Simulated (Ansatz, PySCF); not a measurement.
Breaking the Mg1–H2 bond in CH4Mg (SMILES [CH3][MgH]) (multiplicity 1 held, fragments rigid). Energies count from the point at 1.704 Å.
Geometry at that point (charge 0, multiplicity 1):
| atom | x (Å) | y (Å) | z (Å) |
|---|---|---|---|
| Mg | -0.7281 | -0.3887 | -0.1075 |
| H | -2.2191 | -1.1847 | -0.3276 |
| C | 1.0992 | 0.5868 | 0.1623 |
| H | 1.5719 | 0.3075 | 1.1086 |
| H | 0.9807 | 1.6744 | 0.1704 |
| H | 1.8086 | 0.3464 | -0.6351 |

Restricted levels (R-, RO-) in cc, def2 and unpolarised 6-31G sets keep to the state of the molecule at rest. U- levels take the lowest unrestricted solution at each point, which mixes spins at long bonds. Active spaces are followed from a long bond inwards. Left out are points that failed, MP2 points in a non-variational dive below the minimum, coupled-cluster points behind a sign of a changed root (a jump of the amplitudes, or a one-step jump against full CI or MRCI), small-basis points behind a change of solution, and semi-empirical points at long bonds. Levels need not reach the same state.

Cores are frozen in the correlated methods. Rows in 6-31G* carry no dispersion term and start afresh at each structure (6-31G* with six Cartesian d functions).

The values were computed with Ansatz (an electronic-structure program) with Gaussian orbitals; PySCF for 6-31G* rows. Values without a source in brackets are computed.

Energies in kcal/mol.

```csv
R (Å),U-B3LYP/6-31G*,R-SCS-MP2/def2-TZVPPD,"CASSCF(2,2)/def2-TZVPPD","FIC-MRCISD+Q on CASSCF(2,2)/def2-TZVPPD"
1.364,20.6,20.2,21.7,20.4
1.534,4.5,4.1,5.0,4.2
1.704,0.0,0.0,0.0,0.0
1.875,2.1,2.5,1.4,2.3
2.045,7.6,8.6,6.1,8.0
2.301,18.9,20.6,15.9,19.1
2.557,31.1,33.3,26.2,30.8
2.983,49.5,52.9,41.1,47.6
3.409,60.5,68.8,51.3,59.3
3.920,66.9,82.9,57.9,67.0
4.602,left out,94.0,61.0,70.7
5.454,left out,97.3,61.8,71.7
```

Doubts at one or more of the structures used: a spin-contaminated determinant (U-B3LYP/6-31G*); a restricted determinant that unrestricted orbitals would lower (R-SCS-MP2/def2-TZVPPD).
